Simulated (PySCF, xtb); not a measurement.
Ti(Br)(SH)3 (BrH3S3Ti), SMILES [SH][Ti]([Br])([SH])[SH], multiplicity 1. The values are those of a single conformer.

Harmonic wavenumbers (cm⁻¹) from GFN2-xTB (xtb) at its own minimum, in rising order: 60, 74, 78, 83, 87, 95, 111, 142, 256, 364, 381, 392, 445, 466, 473, 2303, 2316, 2353.

Question: What does PySCF with PBE0-D3(BJ)/def2-SVP give at its own minimum? (An estimate is asked for; the answer gives what the named calculation found.)

Answer: 80, 89, 101, 105, 122, 192, 220, 306, 307, 385, 411, 449, 488, 542, 546, 2663, 2664, 2689. Paired by order, the mean absolute difference is 105 cm⁻¹ and the zero-point energies are 15.0 and 17.7 kcal/mol.
